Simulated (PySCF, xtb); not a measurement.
Si(H)2(OH)2 (H₄O₂Si), SMILES O[SiH2]O. The values are those of a single conformer.

Harmonic wavenumbers (cm⁻¹) from GFN2-xTB run with xtb at its own minimum, in rising order: 239, 243, 331, 543, 625, 756, 770, 785, 816, 851, 922, 2336, 2352, 3673, 3675.

What does PySCF with r2SCAN-D4/def2-TZVP give at its own minimum? (Estimate from the structure and the level; the computed values follow.)

245, 282, 364, 620, 750, 817, 867, 887, 926, 966, 974, 2239, 2242, 3859, 3861. Paired by order, the mean absolute difference is 93 cm⁻¹ and the zero-point energies are 27.0 and 28.4 kcal/mol.
